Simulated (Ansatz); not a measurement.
`B[SiH](N)F` + H₂ → `B[SiH2]F` + NH₃ at 400 K and 1 bar (hydrogenolysis of the Si–N bond).

Program: Ansatz. Geometries: PBE0-D4/def2-TZVP. ΔE: electronic, gas phase. CCSD(T)/CBS adds triple-zeta CCSD(T) − MP2 to the extrapolated MP2 energy (def2 sets, frozen cores). This one scheme is used for every species. One conformer a species, not always the lowest.

```
     species  CCSD(T)/CBS energy (Eh)  H − E (kJ/mol)  S (J/(mol·K))
`B[SiH](N)F`               -471.43743           183.2          354.7
          H₂                 -1.17544            38.0          139.0
  `B[SiH2]F`               -416.08532           126.8          313.4
         NH₃                -56.50880           104.2          203.1
```

H − E and S are ideal-gas, rigid-rotor, harmonic terms from PBE0-D4/def2-TZVP, for one conformer and one mirror image of each species. The MP2-based limit puts H₂ 0.8 mEh under its directly extrapolated value; such offsets cancel only in part. 1 Eh = 2625.50 kJ/mol, R = 8.31446 J/(mol·K).

Task: By hand: ΔE, ΔH, ΔS and ΔG.

Result: ΔE = (-416.08532) + (-56.50880) − (-471.43743) − (-1.17544) = 0.01875 Eh = 49.2 kJ/mol. Δ(H − E) = 126.8 + 104.2 − 183.2 − 38.0 = 9.8, so ΔH = 59.0 kJ/mol. ΔS = 313.4 + 203.1 − 354.7 − 139.0 = 22.8 J/(mol·K). ΔG = 59.0 − 400 × (22.8)/1000 = 49.9 kJ/mol.

Task: By hand: the equilibrium constant, and the temperature at which ΔG would vanish if ΔH and ΔS stayed fixed.

Result: log₁₀ K = −ΔG/(RT ln 10) = -6.5. ΔG = 0 at ΔH/ΔS = 2588 K, far beyond where these terms or the molecules hold.

ΔH outweighs TΔS. A doubt of 5 kJ/mol in ΔE shifts log₁₀ K by 0.7 here. Other conformers and mirror images would add mixing entropy, several J/(mol·K) or more a flexible species. These are equilibria of isolated gas molecules and say nothing of rates. Largest T1 diagnostic: 0.012 (customary marks: 0.02 for closed shells, 0.045 for open ones).
